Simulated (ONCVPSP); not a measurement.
# zinc: excitation energies, all-electron against ONCV

* Element: Zn
* Generator: ONCVPSP 4.0.1
* Type: optimised norm-conserving Vanderbilt (ONCV)
* Functional: LDA (Perdew-Wang 92)
* Relativity: scalar-relativistic
* Frozen core: [Ne]
* Valence charge: 20
* Reference configuration: 3s2 3p6 3d10 4s2
* Partial waves: 3s+4s: rc 1.20 bohr, ncon 4, nbas 7, qcut 9.9 1/bohr, 2 projectors; 3p: rc 0.85 bohr, ncon 4, nbas 8, qcut 16.3 1/bohr, 1 projector; 3d: rc 0.75 bohr, ncon 4, nbas 8, qcut 19.8 1/bohr, 1 projector
* Local potential: polynomial inside 0.65 bohr (lpopt 4, dvloc0 0 Ha)
* Core correction: Teter function, fcfact 4.5, rcfact 1.3

Energies are relative to the spin-unpolarised reference configuration 3s2 3p6 3d10 4s2; without spin polarisation the order of configurations can differ from experiment.

(1) Give the all-electron excitation energy and the error of the potential for: 3s2 3p6 3d10 4s1; 3s2 3p6 3d10 4s0; 3s2 3p6 3d9 4s0; 3s2 3p6 3d8 4s0.

Levels in the configuration 3s2 3p6 3d10 4s1:

```json
{"level": "3s", "all-electron (eV)": "-138.379", "pseudo (eV)": "-138.367"}
{"level": "3p", "all-electron (eV)": "-93.027", "pseudo (eV)": "-93.023"}
{"level": "3d", "all-electron (eV)": "-20.121", "pseudo (eV)": "-20.122"}
{"level": "4s", "all-electron (eV)": "-14.342", "pseudo (eV)": "-14.340"}
```

## Answers

(1)

```json
{"valence configuration": "3s2 3p6 3d10 4s1", "charge": "+1", "ΔE all-electron (eV)": "10.184", "error AE − PS (meV)": "-0.4"}
{"valence configuration": "3s2 3p6 3d10 4s0", "charge": "+2", "ΔE all-electron (eV)": "28.947", "error AE − PS (meV)": "+0.3"}
{"valence configuration": "3s2 3p6 3d9 4s0", "charge": "+3", "ΔE all-electron (eV)": "69.844", "error AE − PS (meV)": "-8.9"}
{"valence configuration": "3s2 3p6 3d8 4s0", "charge": "+4", "ΔE all-electron (eV)": "131.999", "error AE − PS (meV)": "-15"}
```
